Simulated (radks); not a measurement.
Species: Ta3+. Configuration: [Xe] 4f14 5d2.

Method: scalar-relativistic Kohn-Sham, LDA (Slater exchange, Perdew-Wang correlation), spin-polarised, spherical densities, point nucleus; open shells are filled with parallel spins first (spin-orbit coupling, left out, can overturn this in heavy ions); computed with a radial shooting solver on a logarithmic mesh with Libxc functionals.

Energy parts (eV):
| part | energy |
|---|---|
| total | -424323.74 |
| kinetic | 466180.89 |
| electron-nucleus | -1046289.37 |
| Hartree | 164087.76 |
| exchange-correlation | -8303.02 |

Orbitals (lengths in bohr, moments of r in powers of bohr):
[
 {"orbital": "1s down", "occ.": "1", "eigenvalue (eV)": "-67343.17", "<r^2>": "0.0004791", "<r>": "0.01867"},
 {"orbital": "1s up", "occ.": "1", "eigenvalue (eV)": "-67343.17", "<r^2>": "0.0004791", "<r>": "0.01867"},
 {"orbital": "2s up", "occ.": "1", "eigenvalue (eV)": "-11594.95", "<r^2>": "0.007382", "<r>": "0.07899"},
 {"orbital": "2s down", "occ.": "1", "eigenvalue (eV)": "-11594.87", "<r^2>": "0.007382", "<r>": "0.07899"},
 {"orbital": "2p up", "occ.": "3", "eigenvalue (eV)": "-10168.27", "<r^2>": "0.006087", "<r>": "0.07059"},
 {"orbital": "2p down", "occ.": "3", "eigenvalue (eV)": "-10168.20", "<r^2>": "0.006087", "<r>": "0.07059"},
 {"orbital": "3s up", "occ.": "1", "eigenvalue (eV)": "-2677.460", "<r^2>": "0.04803", "<r>": "0.2050"},
 {"orbital": "3s down", "occ.": "1", "eigenvalue (eV)": "-2677.429", "<r^2>": "0.04803", "<r>": "0.2050"},
 {"orbital": "3p up", "occ.": "3", "eigenvalue (eV)": "-2253.206", "<r^2>": "0.04871", "<r>": "0.2050"},
 {"orbital": "3p down", "occ.": "3", "eigenvalue (eV)": "-2253.171", "<r^2>": "0.04871", "<r>": "0.2050"},
 {"orbital": "3d up", "occ.": "5", "eigenvalue (eV)": "-1757.387", "<r^2>": "0.04041", "<r>": "0.1857"},
 {"orbital": "3d down", "occ.": "5", "eigenvalue (eV)": "-1757.329", "<r^2>": "0.04041", "<r>": "0.1857"},
 {"orbital": "4s up", "occ.": "1", "eigenvalue (eV)": "-567.7705", "<r^2>": "0.2379", "<r>": "0.4590"},
 {"orbital": "4s down", "occ.": "1", "eigenvalue (eV)": "-567.6934", "<r^2>": "0.2379", "<r>": "0.4590"},
 {"orbital": "4p up", "occ.": "3", "eigenvalue (eV)": "-428.5443", "<r^2>": "0.2710", "<r>": "0.4880"},
 {"orbital": "4p down", "occ.": "3", "eigenvalue (eV)": "-428.4662", "<r^2>": "0.2710", "<r>": "0.4880"},
 {"orbital": "4d up", "occ.": "5", "eigenvalue (eV)": "-250.3510", "<r^2>": "0.3178", "<r>": "0.5234"},
 {"orbital": "4d down", "occ.": "5", "eigenvalue (eV)": "-250.2516", "<r^2>": "0.3176", "<r>": "0.5233"},
 {"orbital": "5s up", "occ.": "1", "eigenvalue (eV)": "-101.7317", "<r^2>": "1.353", "<r>": "1.097"},
 {"orbital": "5s down", "occ.": "1", "eigenvalue (eV)": "-100.8728", "<r^2>": "1.343", "<r>": "1.093"},
 {"orbital": "5p up", "occ.": "3", "eigenvalue (eV)": "-67.9277", "<r^2>": "1.856", "<r>": "1.281"},
 {"orbital": "5p down", "occ.": "3", "eigenvalue (eV)": "-66.8010", "<r^2>": "1.838", "<r>": "1.274"},
 {"orbital": "4f up", "occ.": "7", "eigenvalue (eV)": "-53.3040", "<r^2>": "0.5183", "<r>": "0.6387"},
 {"orbital": "4f down", "occ.": "7", "eigenvalue (eV)": "-53.0722", "<r^2>": "0.5114", "<r>": "0.6354"},
 {"orbital": "5d up", "occ.": "2", "eigenvalue (eV)": "-30.0812", "<r^2>": "3.887", "<r>": "1.835"},
 {"orbital": "5d down", "occ.": "0", "eigenvalue (eV)": "-28.6144", "<r^2>": "3.917", "<r>": "1.839"}
]

The highest occupied level is 5d up at -30.081 eV. For comparison, the ionisation energy in NIST's Atomic Spectra Database is 35 eV (theoretical). In exact Kohn-Sham theory the highest level is minus the ionisation energy, but local and semilocal functionals leave it too shallow, through self-interaction and a potential that decays too fast; potentials with the right tail come closer. Summed over all electrons, <r^2> = 34.88 bohr^2, which gives a Langevin (diamagnetic) susceptibility term of -27.6 x 10^-6 cm^3/mol.
